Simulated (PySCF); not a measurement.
O₃W, SMILES [O]=[W](=[O])=[O] (connectivity only; charge and spin as stated), charge -1, multiplicity 2. Geometry: B3LYP-D3(BJ)/def2-SVPD. The spin state was assumed, not searched. The isomer is the one that the SMILES or the coordinates give; other isomers of the formula were not compared. The def2 effective core potentials stand for the cores of W; spin–orbit coupling is left out.

The numbers are results of B3LYP-D3(BJ)/def2-SVPD in PySCF, not measurements.

Harmonic wavenumbers (cm⁻¹): 154, 297, 297, 882, 882, 942. Rotational constants (GHz): 6.557, 6.557, 3.528; symmetry number 3.

Q: Work out the zero-point energy and the ideal-gas rigid-rotor harmonic-oscillator thermochemistry at 298.15 K and 1 atm.

A: ZPE = ½ Σ hcν = ½ × 3454 cm⁻¹ = 20.66 kJ/mol. H − E(el) = 34.90 kJ/mol. Entropy in J/(mol K): translation 176.67, rotation 96.15, vibration 24.72, spin 5.76, total 303.30. G − E(el) = -55.53 kJ/mol. Cp = 61.51 J/(mol K).
